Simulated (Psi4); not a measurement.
CH3BF2O, singlet, at a GFN2-xTB geometry; MP2/cc-pVDZ in Psi4.

Here is a job for Psi4.
```
memory 2 GB

molecule {
0 1
  B    -0.06450135    0.03849287    0.51313325
  F    -0.50268738   -0.43334082    1.66421008
  F     0.54668294    1.21823972    0.56842808
  O    -0.24637014   -0.65386607   -0.59000150
  C     0.17735275   -0.25399770   -1.88263039
  H     0.85613437   -1.01752216   -2.26425324
  H    -0.70433167   -0.19702247   -2.52195543
  H     0.68158869    0.71290487   -1.85740671
}

set basis cc-pvdz
set freeze_core true

energy('mp2')
print_variables()
```

### Question
Predict the main parts of the log of this Psi4 run.

### Answer

```
    SCF Algorithm Type (re)set to DF.

   => Loading Basis Set <=

    Name: CC-PVDZ
    Role: ORBITAL
    Keyword: BASIS

         ---------------------------------------------------------
                                   SCF
               by Justin Turney, Rob Parrish, Andy Simmonett
                          and Daniel G. A. Smith
                              RHF Reference
         ---------------------------------------------------------

  ==> Geometry <==

    Molecular point group: c1
    Full point group: C1

    Geometry (in Angstrom), charge = 0, multiplicity = 1:

       Center              X                  Y                   Z               Mass
    ------------   -----------------  -----------------  -----------------  -----------------
         B           -0.053919674303     0.021953734967     0.396398872731    11.009305360000
         F           -0.492105704303    -0.449879955033     1.547475702731    18.998403162730
         F            0.557264615697     1.201700584967     0.451693702731    18.998403162730
         O           -0.235788464303    -0.670405205033    -0.706735877269    15.994914619570
         C            0.187934425697    -0.270536835033    -1.999364767269    12.000000000000
         H            0.866716045697    -1.034061295033    -2.380987617269     1.007825032230
         H           -0.693749994303    -0.213561605033    -2.638689807269     1.007825032230
         H            0.692170365697     0.696365734967    -1.974141087269     1.007825032230

  Running in c1 symmetry.

  Rotational constants: A =      0.32692  B =      0.13140  C =      0.09543 [cm^-1]
  Rotational constants: A =   9800.95517  B =   3939.36276  C =   2860.83669 [MHz]
  Nuclear repulsion =  173.025302110032499

  Charge       = 0
  Multiplicity = 1
  Electrons    = 40
  Nalpha       = 20
  Nbeta        = 20

  ==> Algorithm <==

  SCF Algorithm Type is DF.
  DIIS enabled.
  MOM disabled.
  Fractional occupation disabled.
  Guess Type is SAD.
  Energy threshold   = 1.00e-08
  Density threshold  = 1.00e-08
  Integral threshold = 1.00e-12

  ==> Primary Basis <==

  Basis Set: CC-PVDZ
    Blend: CC-PVDZ
    Number of shells: 39
    Number of basis functions: 85
    Number of Cartesian functions: 90
    Spherical Harmonics?: true
    Max angular momentum: 2

   => Loading Basis Set <=

    Name: (CC-PVDZ AUX)
    Role: JKFIT
    Keyword: DF_BASIS_SCF

  ==> Integral Setup <==

[...]
  @DF-RHF Final Energy:  -338.22827408541764
    Total Energy =                       -338.2282740854176382
[...]

  //>>>>>>>>>>>>>>>>>>>>>>>>>>>>>>>>>>>//
  //               DFMP2               //
  //<<<<<<<<<<<<<<<<<<<<<<<<<<<<<<<<<<<//

   => Loading Basis Set <=

    Name: (CC-PVDZ AUX)
    Role: RIFIT
    Keyword: DF_BASIS_MP2

	 --------------------------------------------------------
	                          DF-MP2
	      2nd-Order Density-Fitted Moller-Plesset Theory

	        Rob Parrish, Justin Turney, Andy Simmonett,
	           Ed Hohenstein, and C. David Sherrill
	 --------------------------------------------------------

   => Auxiliary Basis Set <=

  Basis Set: (CC-PVDZ AUX)
    Blend: CC-PVDZ-RI
    Number of shells: 108
    Number of basis functions: 322
    Number of Cartesian functions: 375
    Spherical Harmonics?: true
    Max angular momentum: 3

	 --------------------------------------------------------
	                 NBF =    85, NAUX =   322
	 --------------------------------------------------------
	   CLASS    FOCC     OCC    AOCC    AVIR     VIR    FVIR
	   PAIRS       5      20      15      65      65       0
	 --------------------------------------------------------

	-----------------------------------------------------------
	 ==================> DF-MP2 Energies <====================
	-----------------------------------------------------------
	 Reference Energy          =    -338.2282740854176382 [Eh]
	 Singles Energy            =      -0.0000000000000000 [Eh]
	 Same-Spin Energy          =      -0.2043647786255702 [Eh]
	 Opposite-Spin Energy      =      -0.5687176068728672 [Eh]
	 Correlation Energy        =      -0.7730823854984374 [Eh]
	 Total Energy              =    -339.0013564709160505 [Eh]
	-----------------------------------------------------------
	 ================> DF-SCS-MP2 Energies <==================
	-----------------------------------------------------------
	 SCS Same-Spin Scale       =       0.3333333333333333 [-]
	 SCS Opposite-Spin Scale   =       1.2000000000000000 [-]
	 SCS Same-Spin Energy      =      -0.0681215928751901 [Eh]
	 SCS Opposite-Spin Energy  =      -0.6824611282474407 [Eh]
	 SCS Correlation Energy    =      -0.7505827211226307 [Eh]
	 SCS Total Energy          =    -338.9788568065402501 [Eh]
	-----------------------------------------------------------

  Variable Map:
  ----------------------------------------------------------------------------
[...]
  Array Variable Map:
  ----------------------------------------------------------------------------
[...]
[...]
```
